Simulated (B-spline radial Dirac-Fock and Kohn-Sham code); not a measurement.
# Elastic and transport cross sections of selenium for positrons

Level of theory: relativistic (Dirac) partial waves in the static field of the Dirac-Fock atom, without polarisation or absorption potentials; a radial B-spline solver. Below a few hundred eV the neglected polarisation potential matters, most of all at small angles. σ_tr1 and σ_tr2 weight the cross section with 1 − P₁ and 1 − P₂ of cos θ; "backward" is the share scattered beyond 90°.

```
energy (eV)  σ (a₀²)  σ_tr1 (a₀²)  σ_tr2 (a₀²)  σ/σ_tr1  backward (%)
        170     13.4         2.41         4.38     5.54           4.5
        236     11.8         1.83         3.37     6.46           3.8
        472     8.75        0.997         1.87     8.77           2.7
       1070     5.83        0.470        0.908     12.4           1.8
       3370     3.07        0.136        0.288     22.5          0.76
       4070     2.74        0.108        0.232     25.3          0.64
       5380     2.31       0.0760        0.166     30.4          0.50
      12900     1.29       0.0229       0.0530     56.6          0.22
      13200        ?            ?            ?        ?             ?
      16500     1.09       0.0159       0.0374     68.3          0.17
      33400    0.646      0.00532       0.0130      121         0.078
      49200    0.483      0.00284      0.00710      170         0.050
     107000    0.275     0.000787      0.00204      350         0.019
     108000    0.274     0.000775      0.00201      353         0.019
     123000    0.251     0.000625      0.00163      401         0.016
     147000    0.223     0.000466      0.00123      479         0.012
```

Q: Fill in the row for 13.2 keV.

A: σ = 1.27 a₀², σ_tr1 = 0.0221 a₀², σ_tr2 = 0.0513 a₀², σ/σ_tr1 = 57.6, backward 0.21 %. The ratio σ/σ_tr1 is roughly the number of elastic collisions that randomise the direction.

Values without a named source are computed, but for edge energies of neutral atoms, which are taken from tables.
